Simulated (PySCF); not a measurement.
Stretching SeF

Set-up: Se def2-TZVPP, F def2-TZVPP; no relativity (PySCF 2.14). Energies in eV from Se + F in their ground configurations at the same level. State: ²Π (doublet), unpaired electrons π ↑.

```
R (Å)  r²SCAN  UHF-CCSD(T)  UHF-CCSD
1.499  -2.187                       
1.569  -2.928       -2.621    -2.480
1.638  -3.332       -3.024    -2.867
1.691  -3.478       -3.167    -2.998
1.743  -3.524       -3.210    -3.029
1.795  -3.494       -3.177    -2.983
1.865  -3.370       -3.049    -2.837
1.952  -3.122       -2.798    -2.564
2.057  -2.748       -2.392    -2.156
2.196  -2.199
```

Q: Put a parabola through the three lowest points of the r²SCAN curve and estimate Re, k and ωe (reduced mass 15.35 u; 1 eV/Å² = 0.16022 mdyn/Å; ωe = 1302.8·√(k/μ) cm⁻¹).

A: Through R = 1.691, 1.743, 1.795 Å the second-order coefficient is 14.1 eV/Å², so Re ≈ 1.748 Å, k ≈ 4.50 mdyn/Å and ωe ≈ 706 cm⁻¹. A polynomial fit of higher order to the unrounded r²SCAN energies gives Re = 1.746 Å, k = 4.31 mdyn/Å, ωe = 691 cm⁻¹; anharmonicity and rounding make the difference.

The higher-order fit for each curve: r²SCAN: Re = 1.746 Å, ωe = 691 cm⁻¹, De = 3.52 eV; UHF-CCSD(T): Re = 1.743 Å, ωe = 696 cm⁻¹, De = 3.21 eV; UHF-CCSD: Re = 1.735 Å, ωe = 714 cm⁻¹, De = 3.03 eV.

Correlated steps freeze 10 core orbitals. Spin–orbit coupling is left out. The state is the lowest determinant that a PBE0 search found; another state may lie lower at other levels.
